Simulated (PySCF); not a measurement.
**Adding and removing an electron: KTe**

PBE; K def2-SVP, Te def2-SVP with ECP28; scalar-relativistic core potentials (PySCF 2.14). Neutral (UKS): doublet (π ↑), Re = 3.193 Å, ωe = 162 cm⁻¹, De = 2.18 eV, HOMO -3.31 eV, LUMO -3.28 eV.

KTe⁺ (UKS): triplet (π ↑↑), Re = 3.681 Å, ωe = 84.0 cm⁻¹, De = 0.46 eV to K⁺ + Te. The energies at the minima are -867.65637 hartree for KTe and -867.43028 for KTe⁺.

Task: Work out the adiabatic ionisation energy, without and with harmonic zero-point energies (1 hartree = 27.2114 eV, 1 eV = 8065.5 cm⁻¹), and the change of the bond length.

Result: At PBE: 0.22609 hartree = 6.152 eV between the minima; the zero-point term (84.0 − 162.0)/2 cm⁻¹ = -0.005 eV makes it 6.147 eV. Re changes by +48.8 pm against the neutral. The electron leaves a π orbital, and the ion is left as a loose complex of an ion and an atom.

Weak bonds: KTe⁺. Basis-set superposition, not corrected here, can be much of De in a small basis, most of all at correlated wavefunction levels. Spin–orbit coupling is left out, which matters for elements this heavy, above all for dissociation energies. For an ion De counts to the pair picked by the measured ionisation energies or electron affinities, which need not be the lowest pair at this level. States were picked by a PBE0 search and need not be the measured ground states.
